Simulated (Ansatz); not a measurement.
C2H10SiSn, SMILES `C[CH2][SnH2][SiH3]`, relaxed with RKS PBE0-D4/def2-TZVP in Ansatz from a PBE-D4/def2-SVP geometry. The force threshold is 0.005 eV/Å; the program also tests the step.

Total charge 0; spin multiplicity 1. Sn: def2 effective core potential.

Start:

```xyz
14

C     0.886   -1.230    1.338
C    -0.559   -1.169    0.843
Sn   -1.113    0.783    0.016
Si    0.436    1.391   -1.968
H     1.082   -0.481    2.134
H     1.618   -1.041    0.525
H     1.130   -2.228    1.764
H    -0.752   -1.921    0.050
H    -1.282   -1.374    1.661
H    -2.770    0.756   -0.497
H    -0.957    1.979    1.264
H     0.296    0.382   -3.078
H     1.877    1.403   -1.526
H     0.109    2.751   -2.527
```

Problem. How much energy does the relaxation release, and in how many steps? (Estimate.)

Solution. Ansatz gave: 0.05 eV, in 5 steps.

Problem. Which bonds change most? (Best estimate.)

Solution. Computed: C2–Sn3 from 2.191 to 2.156 Å; Sn3–Si4 from 2.590 to 2.565 Å; Sn3–H10 from 1.735 to 1.713 Å; Sn3–H11 from 1.736 to 1.715 Å.

Problem. Give the relaxed structure. (An estimate is asked.)

Solution. Computed: 
```xyz
14

C     0.877   -1.213    1.322
C    -0.562   -1.154    0.832
Sn   -1.099    0.769    0.017
Si    0.437    1.374   -1.947
H     1.068   -0.475    2.106
H     1.589   -1.019    0.515
H     1.117   -2.196    1.737
H    -0.744   -1.898    0.053
H    -1.263   -1.364    1.643
H    -2.735    0.754   -0.492
H    -0.947    1.947    1.254
H     0.297    0.372   -3.038
H     1.859    1.385   -1.509
H     0.105    2.716   -2.495
```
